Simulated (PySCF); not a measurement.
**EPR parameters of C8H9O**

C₈H₉O (doublet state).
SMILES with atom numbers: `[CH3:1][C:2](=[O:3])[C@H:4]1[CH:5][C@@H:6]2[CH:7]=[CH:8][C@H:9]12` (hydrogens: H10, H11, H12 on C1; H13 on C4; H14 on C5; H15 on C6; H16 on C7; H17 on C8; H18 on C9)

Cartesian coordinates in Å at the GFN2-xTB level; atoms count from 1:
```
atom  x, y, z in Å
C1    -2.734    0.343    0.343
C2    -1.476   -0.472    0.504
O3    -1.364   -1.381    1.287
C4    -0.331    0.005   -0.379
C5     0.362    1.005    0.468
C6     1.577    0.178    0.649
C7     2.558    0.385   -0.495
C8     1.992   -0.529   -1.278
C9     0.929   -0.889   -0.284
H10   -3.401    0.171    1.184
H11   -3.236    0.030   -0.572
H12   -2.501    1.401    0.258
H13   -0.688    0.290   -1.372
H14    0.034    1.920    0.917
H15    1.979   -0.002    1.642
H16    3.360    1.092   -0.605
H17    2.162   -0.869   -2.283
H18    0.768   -1.920    0.005
```

The hyperfine couplings belong to this conformer and change with its torsions.

Computed, not measured: UKS B3LYP, pcH-1 on C H O, non-relativistic, mean-field spin-orbit, GIAO (PySCF 2.14.0). Geometry: GFN2-xTB, one conformer, isolated molecule. A GFN2-xTB geometry isn't a minimum of the functional, and hyperfine couplings can be far from their values at a DFT geometry. The SCF solution wasn't tested for stability.

```
g1, g2, g3   : 2.00233, 2.00295, 2.00349
g_iso        : 2.00293
Form of g    : rhombic: the two nearest values differ by 46 % of g3 − g1
⟨S²⟩         : 0.7556 (exact 0.7500)
Total energy : -385.35964 Eh
```

Isotropic coupling and dipolar principal values T1 to T3, in MHz:

```
atom  isotope  a_iso     T1     T2     T3  Mulliken spin population
  C1      13C   -0.9   -0.9   -0.2    1.1                      0.00
  C2      13C   54.6   -7.2   -3.9   11.1                      0.02
  O3      17O   -3.8  -21.5    8.6   12.9                      0.05
  C4      13C  -25.9   -2.7    0.9    1.8                     -0.08
  C5      13C   91.4  -76.8  -75.8  152.6                      0.96
  C6      13C  -31.2   -2.9    0.4    2.5                     -0.08
  C7      13C   80.0   -6.5   -4.9   11.4                      0.04
  C8      13C   -1.3   -3.0   -1.5    4.5                      0.03
  C9      13C   12.5   -2.5   -0.3    2.9                      0.02
 H10       1H    2.0   -1.5   -1.0    2.4                      0.00
 H11       1H   -1.2   -1.5   -1.1    2.7                      0.00
 H12       1H    0.3   -2.7   -2.2    4.9                      0.00
 H13       1H   88.3   -4.1   -3.3    7.5                      0.04
 H14       1H  -61.3  -36.7    0.2   36.5                     -0.04
 H15       1H   55.4   -3.9   -3.3    7.2                      0.02
 H16       1H    1.5   -3.3   -2.2    5.5                      0.00
 H17       1H   -1.0   -2.4   -1.1    3.5                      0.00
 H18       1H    3.2   -2.4   -1.6    4.1                      0.00
```

The largest Mulliken spin populations are on C5 (+0.96), C6 (-0.08) and C4 (-0.08). No atom but C5 exceeds +0.15. The angles at C5 add up to 359.3°, so it is planar; its axial dipolar tensor and the negative coupling of its proton fit spin in a p orbital normal to that plane.

Axes: g3 points within 11° of the C5–C6 bond.

Under fast tumbling the dipolar parts average out, and these isotropic splittings remain: 1 × 1H (H13, I = 1/2, 2 lines) with 3.15 mT, 1 × 1H (H14, I = 1/2, 2 lines) with 2.19 mT, 1 × 1H (H15, I = 1/2, 2 lines) with 1.98 mT, 1 × 1H (H18, I = 1/2, 2 lines) with 0.11 mT, 1 × 1H (H16, I = 1/2, 2 lines) with 0.05 mT and 1 × 1H (H17, I = 1/2, 2 lines) with 0.04 mT.

The 13C coupling of C5 (91.4 MHz) shows only in satellite lines or after enrichment, since that isotope makes up about 1.07 % of natural carbon.

The run took 1.8 min of wall time (grids of density and orbitals included) on an Arm Neoverse V2 with one thread, shared host, and the process peaked at 1.1 GiB of memory.
